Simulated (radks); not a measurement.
Task: Species: Dy II. Configuration: [Xe] 4f8 6s1 6p2 (not the ground configuration). All-electron calculation, scalar-relativistic Kohn-Sham, PBE, spin-unpolarised, spherical densities, finite nucleus; Fermi nuclear charge, rms radius 5.2218 fm. Program: a radial shooting solver on a logarithmic mesh with Libxc functionals. Some entries of the table are withheld. Estimate them.

orbital,occ.,eigenvalue (hartree),<r> (bohr),<1/r> (bohr^-1)
1s,2,-1972.663,0.02112,74.55
2s,2,-329.4205,0.08978,17.32
2p,6,-292.4365,(1),16.09
3s,2,(2),0.2346,6.375
3p,6,-62.87505,0.2334,5.975
3d,10,-48.26168,0.2121,5.667
4s,2,-15.56600,0.5286,2.695
4p,6,-11.81504,0.5595,2.475
4d,10,-6.70224,0.6047,2.189
5s,2,-2.60110,1.251,(3)
5p,6,-1.66059,1.441,0.9079
4f,8,-1.11553,0.7664,1.673
6s,1,-0.48745,3.187,0.3973
6p,2,-0.31079,3.918,0.3199

Result: 
(1) 2p <r> (bohr): 0.07946
(2) 3s eigenvalue (hartree): -74.23131
(3) 5s <1/r> (bohr^-1): 1.062
